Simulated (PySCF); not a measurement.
A structure optimised at B3LYP-D3(BJ)/def2-SVP, used in a PySCF frequency run:

```xyz
8

C      0.5820     3.2765     0.0000
C      0.9367     2.1150     0.0000
C      1.3923     0.7740     0.0000
C      0.5956    -0.3158     0.0000
Cl     1.2557    -1.9141     0.0000
Br    -1.2891    -0.2130     0.0000
H      0.2572     4.2998     0.0000
H      2.4730     0.5975     0.0000
```
Charge 0, spin multiplicity 1.

### Question
Write its SMILES, formula and point group.

### Answer
C#C/C=C(/Cl)Br, C4H2BrCl, Cs

### Question
What are its rotational constants (standard atomic weights)?

### Answer
2.1434, 1.4728, 0.87295 GHz
